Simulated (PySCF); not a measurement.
Basis and Hamiltonian dependence of the excitation energy of Ni⁺

Ni⁺ [Ar] 3d9 (2D) → Ni⁺ [Ar] 3d8 4s1, s spin flipped. All values are computed (PySCF 2.14, energy differences of UHF-based or UKS calculations, no spin-orbit coupling). Values in eV.

| basis | Hamiltonian | functions | UHF | PBE | PBE0 | MP2 (valence) |
| --- | --- | --- | --- | --- | --- | --- |
| def2-TZVPPD | non-relativistic | 67 | -0.311 | 1.957 | 1.566 | 2.135 |
| x2c-TZVPPall with one added diffuse shell each of s, p, d, f type | spin-free X2C | 80 | -0.690 | 1.568 | 1.171 | 1.764 |
| def2-QZVPPD | non-relativistic | 100 | -0.326 | 1.962 | 1.571 | 2.173 |
| aug-cc-pVTZ with one added diffuse shell each of s, p, d, f, g type | non-relativistic | 118 | -0.318 | 1.959 | 1.568 | 2.179 |
| x2c-QZVPPall with one added diffuse shell each of s, p, d, f, g type | spin-free X2C | 133 | -0.702 | 1.585 | 1.182 | 1.812 |

Frozen in the all-electron rows: valence: [Ar].

In the upper determinant the s electron has its spin opposite to the other open shell, which mixes two multiplicities. Non-relativistic rows lack the scalar-relativistic shift.
